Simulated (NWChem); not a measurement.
SiH3F; SMILES F[SiH3]

```xyz
5

Si     0.0000     0.0000    -0.4569
F      0.0000     0.0000     1.1819
H      1.0052     1.0052    -0.9391
H      0.3679    -1.3731    -0.9391
H     -1.3731     0.3679    -0.9391
```
Atoms are numbered in this order, from 1.

The geometry was optimised at PBE-D3(BJ)/def2-SVP.

Task: List the 4 lowest vertical singlet excitations from PBE0/6-31G* (spherical d), TDA (NWChem).

Result: 
```json
[
 {"state": "S1", "energy (eV)": "8.19", "oscillator strength": "0.001", "leading excitation (squared amplitude)": "HOMO → LUMO (0.99)"},
 {"state": "S2", "energy (eV)": "8.19", "oscillator strength": "0.001", "leading excitation (squared amplitude)": "HOMO−1 → LUMO (0.99)"},
 {"state": "S3", "energy (eV)": "10.19", "oscillator strength": "0.000", "leading excitation (squared amplitude)": "HOMO−1 → LUMO+1 (0.50)"},
 {"state": "S4", "energy (eV)": "10.52", "oscillator strength": "0.002", "leading excitation (squared amplitude)": "HOMO−3 → LUMO (0.73)"}
]
```
